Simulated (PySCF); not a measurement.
# Relaxation of triplet Be4

All numbers come from PySCF, UPBE0, basis Be def2-TZVP (no relativity, density fitting). A (50,194) grid was used.

A hand-made square start, of D4h symmetry, held to at least that symmetry:

Coordinates in bohr (charge 0 multiplicity 3):
```
Be    2.0817    2.0817    0.0000
Be   -2.0817    2.0817    0.0000
Be   -2.0817   -2.0817    0.0000
Be    2.0817   -2.0817    0.0000
```

Optimiser trace:
| step | E − E(last) (kJ/mol) | largest gradient (Eh/bohr) |
| --- | --- | --- |
| 0 | 27.97 | 0.01577 |
| 1 | 12.08 | 0.01104 |
| 2 | 0.48 | 0.00251 |
| 3 | 0.01 | 0.00043 |
| 4 | 0.00 | 0.00001 |

It ends at D4h with Be–Be 2.040 Å (×4); Be–Be–Be 90.0° (×4). A frequency run shows a minimum. Other isomers or separated fragments may lie lower.

Final geometry:
Coordinates in bohr (charge 0 multiplicity 3):
```
Be    1.9273    1.9273    0.0000
Be   -1.9273    1.9273    0.0000
Be   -1.9273   -1.9273    0.0000
Be    1.9273   -1.9273    0.0000
```

At this level a singlet minimum of Td symmetry lies 152 kJ/mol below this structure.

The relaxation took 3.7 s on 2 threads of a shared Arm Neoverse V1 host, with 76 basis functions and 5 gradients.
